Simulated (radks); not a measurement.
Spherical quantum dot in the effective-mass picture: electrons in a parabolic well V = omega^2 r^2 / 2 with omega = 0.216, all in effective atomic units (hartree* = m*/eps^2 hartree, bohr* = eps/m* bohr), one dielectric constant everywhere. Calculated with a radial shooting solver with Libxc functionals: non-relativistic Kohn-Sham, LDA (Slater exchange, Perdew-Wang correlation), spin-polarised, spherical densities. Levels are named by radial order and angular momentum (1s, 1p, 1d, 2s, ...), and open shells are averaged over m. Results are scaled to m* = 0.324 and eps = 16.4, for which hartree* = 32.78 meV and bohr* = 2.679 nm.

N = 12, configuration 1s2 1p6 1d(up 4, down 0). This is the lowest configuration that the search found. Occupied and some empty levels:

| level | occupation | eigenvalue (meV) | <r> (nm) |
|---|---|---|---|
| 1s up | 1 | 85.383 | 11.00 |
| 1s down | 1 | 86.065 | 10.64 |
| 1p up | 3 | 87.897 | 13.04 |
| 1p down | 3 | 88.753 | 12.94 |
| 1d up | 4 | 91.060 | 14.48 |
| 1d down | 0 | 91.965 | 14.51 |
| 2s up | 0 | 92.588 | 11.89 |
| 2s down | 0 | 93.072 | 12.09 |
| 1f up | 0 | 94.746 | 15.64 |
| 1f down | 0 | 95.637 | 15.74 |
| 2p up | 0 | 96.794 | 13.61 |
| 2p down | 0 | 97.326 | 13.66 |

Energy (meV): total 654.852, kinetic 56.114, external 239.25, Hartree 433.04, exchange-correlation -73.551.

Electron density:

| r (nm) | n(r) (e/nm^3) |
|---|---|
| 1.92 | 0.0003441 |
| 3.98 | 0.0004252 |
| 6.05 | 0.0005384 |
| 8.11 | 0.0006435 |
| 10.2 | 0.0006878 |
| 12.2 | 0.0006278 |
| 14.3 | 0.0004665 |
| 16.4 | 0.0002697 |
| 18.4 | 0.0001168 |
| 20.5 | 0.00003714 |
| 22.5 | 8.622e-06 |
| 24.6 | 1.464e-06 |
| 26.7 | 1.837e-07 |
